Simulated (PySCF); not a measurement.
**Fractional electron number in Ti²⁺ (titanium, charge +2)**

The 3d alpha orbital of [Ar] 3d2 is emptied in steps (occupation f), with all orbitals relaxed, ending at [Ar] 3d1. All numbers are calculated (PySCF 2.14, scalar relativity by spin-free X2C-1e, in aug-cc-pVTZ-DK (8s7p5d3f2g, 93 functions)). The exact energy is a straight line in f; departures are measured from the line between the end points of the same method.

Q: Among PBE0, r2SCAN, LC-wPBE, which shows the largest delocalisation error (convex curve), and which is closest to linear?

A: Most convex: r2SCAN (-1.664 eV at f = 0.4); closest to linear: LC-wPBE (-0.574 eV).

| f | PBE0 (eV) | r2SCAN (eV) | LC-wPBE (eV) |
| --- | --- | --- | --- |
| 1 | 0.000 | 0.000 | 0.000 |
| 0.8 | -0.818 | -1.094 | -0.371 |
| 0.6 | -1.235 | -1.653 | -0.566 |
| 0.4 | -1.241 | -1.664 | -0.574 |
| 0.2 | -0.831 | -1.115 | -0.388 |
| 0 | 0.000 | 0.000 | 0.000 |

```json
{"method": "PBE0", "E(f=0) − E(f=1) (eV)": "27.827", "−ε at f=1 (eV)": "22.746", "−ε at f=0.4 (eV)": "28.832"}
{"method": "r2SCAN", "E(f=0) − E(f=1) (eV)": "27.953", "−ε at f=1 (eV)": "21.172", "−ε at f=0.4 (eV)": "29.291"}
{"method": "LC-wPBE", "E(f=0) − E(f=1) (eV)": "27.905", "−ε at f=1 (eV)": "25.624", "−ε at f=0.4 (eV)": "28.341"}
```

Reference removal energy between the ground levels: 27.492 eV (measured; NIST Atomic Spectra Database, ionization energies). The calculation has no spin-orbit coupling.
